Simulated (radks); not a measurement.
All-electron atom: Pm XXI in [Kr] 4d5. All-electron calculation, non-relativistic Kohn-Sham, PBE, spin-polarised, spherical densities, point nucleus; open shells are filled with parallel spins first (spin-orbit coupling, left out, can overturn this in heavy ions); relativity is left out, which matters for an element this heavy. Program: a radial shooting solver on a logarithmic mesh with Libxc functionals.

Normalised radial functions P(r) = r R(r), r in bohr:

r,3d up,4p up
0.003205,0.0003,0.0120
0.003613,0.0004,0.0151
0.004107,0.0005,0.0192
0.00463,0.0008,0.0240
0.005221,0.0011,0.0300
0.005934,0.0016,0.0379
0.00669,0.0023,0.0471
0.007604,0.0032,0.0591
0.008573,0.0046,0.0729
0.009744,0.0066,0.0908
0.01099,0.0092,0.1111
0.01239,0.0128,0.1352
0.01408,0.0181,0.1656
0.01587,0.0251,0.1989
0.01804,0.0353,0.2399
0.02034,0.0484,0.2834
0.02312,0.0673,0.3348
0.02607,0.0911,0.3866
0.02939,0.1226,0.4406
0.0334,0.1667,0.4975
0.03766,0.2205,0.5468
0.0428,0.2940,0.5897
0.04826,0.3809,0.6147
0.05485,0.4954,0.6176
0.06185,0.6252,0.5904
0.06973,0.7776,0.5274
0.07925,0.9639,0.4151
0.08936,1.1572,0.2654
0.1016,1.3758,0.0619
0.1145,1.5818,-0.1598
0.1301,1.7875,-0.4093
0.1467,1.9503,-0.6292
0.1654,2.0667,-0.8044
0.188,2.1220,-0.9053
0.212,2.0969,-0.8891
0.241,1.9831,-0.7333
0.2717,1.8002,-0.4574
0.3088,1.5408,-0.0501
0.3482,1.2614,0.3913
0.3925,0.9749,0.8298
0.4461,0.6906,1.2221
0.503,0.4646,1.4606
0.5717,0.2787,1.5400
0.6446,0.1574,1.4519
0.7326,0.0765,1.2233
0.826,0.0346,0.9412
0.9314,0.0138,0.6540
1.059,0.0044,0.3938
1.193,0.0013,0.2168
1.356,0.0003,0.0993
1.529,0.0001,0.0410
1.738,0.0000,0.0133
1.96,0.0000,0.0038

3d up: eigenvalue -1555.8 eV, 0 radial nodes, <r> = 0.235 bohr, 90 % of the charge inside 0.366 bohr. 4p up: eigenvalue -705.47 eV, 2 radial nodes at r = 0.105, 0.313 bohr, <r> = 0.593 bohr, 90 % of the charge inside 0.849 bohr.
